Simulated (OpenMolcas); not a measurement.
W II.

```
Program             : OpenMolcas 26.06
Basis               : ANO-RCC-VQZP [9s8p6d4f3g2h]
Scalar Hamiltonian  : DKH2, point nucleus
Active space        : 5 electrons in 6 orbitals (5d 6s)
State averaging     : 2S+1 = 6 even, 6 roots; 2S+1 = 4 even, 81 roots kept (CI in the orbitals of an earlier block); 2S+1 = 2 even, 125 roots kept (CI in the orbitals of an earlier block, 113 in the spin-orbit step)
Spin-orbit coupling : RASSI with atomic mean-field integrals over the reference wave functions, term energies averaged over their components
```

Two sets of levels on these reference wave functions, in cm⁻¹ above 5d⁴ 6s ⁶D_1/2: one from CASSCF and one from MS-CASPT2, IPEA 0.25 Eh, imaginary shift 0.1 Eh (closed shells correlated: 5s 5p).

| Level | Set 1 | Set 2 |
| --- | --- | --- |
| 5d⁴ 6s ⁶D_1/2 | 0.0 | 0.0 |
| 5d⁴ 6s ⁶D_3/2 | 1650 | 1337 |
| 5d⁴ 6s ⁶D_5/2 | 3420 | 2950 |
| 5d⁴ 6s ⁶D_7/2 | 4950 | 4580 |
| 5d⁴ 6s ⁶D_9/2 | 6290 | 6210 |
| 5d⁵ ⁶S_5/2 | 7790 | 8430 |
| 5d⁴ 6s ⁴P_1/2(1) [59 %] | 9490 | 12300 |
| 5d⁴ 6s ⁴F_3/2(1) [62 %] | 12030 | 16280 |
| 5d⁴ 6s ⁴D_1/2(1) [65 %] | 13810 | 18310 |
| 5d⁴ 6s ⁴D_3/2(1) [68 %] | 15720 | 20010 |
| 5d⁴ 6s ⁴H_11/2 [57 %] | 18610 | 21350 |
| 5d⁴ 6s ⁴H_13/2 | 20690 | 23450 |
| 5d⁴ 6s ⁴G_9/2 [52 %] | 20520 | 23880 |
| 5d⁴ 6s ⁴G_11/2 [53 %] | 22140 | 25100 |
| 5d⁴ 6s ²F_5/2(1) [62 %] | 20910 | 25540 |
| 5d⁴ 6s ⁴D_3/2(2) [58 %] | 24010 | 29060 |

Q: Which set is which?

A: Set 1 is MS-CASPT2. Its levels of the other terms of 5d⁴ 6s lie at 0.74 to 0.88 of the other set's values, as expected, since terms of lower spin or lower L gain more correlation energy than the Hund ground term.

Term energies are means over components that CASPT2 splits; among the terms shown or strongly mixed into the levels shown the widest spread is 170 cm-1 (5d⁴ 6s ⁴G, MS-CASPT2). Some high roots are left out of the spin-orbit mixing, which shifts the levels that they would mix with. Terms from blocks run as CI alone lack orbitals of their own. Configurations are named by rounded mean occupations; where the s occupation lies near a half they are strongly mixed, a name can repeat and a true partner stay unpaired. A single d shell beside an s shell can misplace configurations of different d count against each other. Without dynamic correlation excited terms often stand tens of per cent too high (terms of higher spin than the ground term too low), and those without a measured partner can miss by more than the paired ones (holds for CASSCF). Blocks of more than 70 roots (2S+1 = 4 even, 2 even) ran without multistate coupling (holds for MS-CASPT2). Levels of configurations outside the active space are missing. The table leaves out levels that lie high or whose names do not pair safely across all columns.

A share in square brackets marks a mixed level and gives the weight of the term that names it, the lowest over the columns. A number in round brackets counts repeated terms of one configuration in the order of the reference energies.
